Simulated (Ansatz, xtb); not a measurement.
The molecule AuCl, closed-shell singlet (the spin of the measured ground state). No spin–orbit coupling.

Constants: fifth-degree fit in 1/R to seven points, most abundant isotopes. Runs in def2 and cc sets follow the lowest solution found near the PBE0 minimum. The singlet is held restricted.

Correlated levels freeze the inner cores; with def2 sets outer-core shells near the valence are correlated too. CBS(a, b) extrapolates the correlation energy as X⁻³ and adds the Hartree–Fock energy of set b.

The values were computed with Ansatz (Gaussian basis) for Hartree–Fock, density functionals and correlated methods; xtb for the GFN methods.  In def2 rows elements past Kr take small-core potentials, without spin–orbit coupling.

**Question.** What bond length and harmonic frequency does GFN1-xTB give?

**Answer.** r_e = 2.184 Å, ω_e = 363 cm⁻¹.

**Question.** What bond length and harmonic frequency does r2SCAN/def2-TZVPP give, and what D_e (from each atom's lowest state at the same level)?

**Answer.** r_e = 2.211 Å, ω_e = 374 cm⁻¹, D_e = 3.01 eV.

**Question.** What bond length and harmonic frequency does CCSD(T)/CBS(def2-TZVPP, def2-QZVPP) give, and what D_e (from each atom's lowest state at the same level)?

**Answer.** r_e = 2.201 Å, ω_e = 387 cm⁻¹, D_e = 3.03 eV.

Measured for the ground state: ω_e 382.8 cm-1, ω_e x_e 1.3 cm-1 [Huber and Herzberg (1979), NIST Chemistry WebBook]. D_0 2.863 ± 0.14 eV (a handbook's tabulated 298 K bond energy less 3RT/2; such tables hold older values) [Luo, bond dissociation energies, CRC Handbook].

Ansatz is a quantum-chemistry and plane-wave program.
